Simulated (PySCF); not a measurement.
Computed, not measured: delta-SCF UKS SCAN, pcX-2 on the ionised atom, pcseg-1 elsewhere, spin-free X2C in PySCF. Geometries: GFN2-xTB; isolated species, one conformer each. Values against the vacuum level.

Question: Rank by computed C 1s binding energy, lowest first.
A. C3 in `[CH3:1][S:2][C:3]1=[CH:4][CH2:5]1`
B. C1 in `[CH:1]#[C:2][CH-:3][C:4]#[N:5]`
C. C2 in `[CH3:1][CH2:2][SiH2:3][O:4][SiH3:5]`

Answer: B (284.20 eV), C (290.02 eV), A (291.00 eV).

The highest is bonded to S, C (double bond) and C, the lowest to C (triple bond) and H in a species of charge -1; the range is 6.80 eV.

1 of these hole states is spin-contaminated (⟨S²⟩ 0.87, against 0.75; counted from 0.85) and less certain. The basis sets have no added diffuse functions, a weakness for anions.

---

Method: PySCF 2.14.0, delta-SCF UKS SCAN, pcX-2 on the ionised atom, pcseg-1 elsewhere, spin-free X2C. Geometries: PBE0-D3(BJ)/def2-SVP; isolated species, one conformer each. Values against the vacuum level.

(1) Rank by computed C 1s binding energy, lowest first.
A. C7 in `[CH3:1][N:2]([CH3:3])[CH:4]1[CH2:5][CH2:6][CH2:7][CH2:8][CH2:9]1`
B. Carbon in `[BH3-][O+](C)C`
C. C1 in `[CH3:1][O:2][C:3](=[O:4])[SiH2:5][SiH2:6][NH2:7]`

Answers

(1) A (290.27 eV), C (292.40 eV), B (293.19 eV).

From the lowest up, the atoms are bonded to: 2 C and 2 H (290.27); O and 3 H (292.40); O and 3 H (293.19).
